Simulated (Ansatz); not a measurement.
The cluster Co₃S₂⁺, relaxed as a singlet with RKS r2SCAN-D4/def2-SVP in Ansatz, starting from the GFN1-xTB geometry. Force threshold 0.02 eV/Å.

The restricted singlet is unstable towards broken spin symmetry at other levels; at r2SCAN-D4/def2-SVP this wasn't settled. Another isomer (singlet) lies 0.32 eV lower at PBE0-D4/def2-TZVP; other spin states weren't run for this one.

Start:

```xyz
5

Co    2.0089   -0.8424   -2.0373
Co   -1.3871   -0.2912   -0.1317
Co    0.3615    0.7207    1.1721
S    -1.6004    0.6739    1.6224
S     0.6171   -0.2610   -0.6254
```

```
step   energy (eV)  largest force component (eV/Å)  SCF passes
   1  -134519.4227                           1.593         262
   2  -134519.5289                           0.553          68
   3  -134519.5409                           0.207          52
   4  -134519.5428                           0.056          49
   5  -134519.5431                           0.027          41
   6  -134519.5432                           0.008          39
   7  -134519.5432                           0.016          80
   8  -134519.5433                           0.008          62
   9  -134519.5433                           0.006          54
  10  -134519.5433                           0.008          54
  11  -134519.5435                           0.014          76
  13  -134519.5444                           0.053          74
  15  -134519.5536                           0.262          87
  17  -134519.7030                           0.925         114
  19  -134520.1466                           0.861         108
  21  -134520.7031                           0.962          74
  23  -134521.0469                           0.474          60
  25  -134521.4380                           0.803          64
  27  -134522.0302                           0.522          51
  29  -134522.1078                           0.300          39
  31  -134522.1191                           0.018          31
```

Force components are those of the run's own axes.

End:

```
atom   x (Å)   y (Å)   z (Å)
 Co1   0.903   0.427  -1.189
 Co2  -1.109  -0.103  -0.391
 Co3   0.662  -0.044   0.977
  S4  -0.941   1.239   1.166
  S5   0.485  -1.518  -0.562
```

By distances, no bond broke or formed, bridged metal pairs apart. The bond that changes most is Co3–S5, from 2.06 to 2.14 Å (atoms count from 1). Metal–metal contacts that move far: Co1–Co2 3.93 to 2.23 Å, Co1–Co3 3.93 to 2.23 Å.

The force fell under the threshold at step 6, but the optimiser went on and released 2.576 eV more. No frequencies were taken in this run, so the end may be a saddle point.

Hardware: 4 threads of Intel Xeon on a shared host. Wall time 2.7 min.
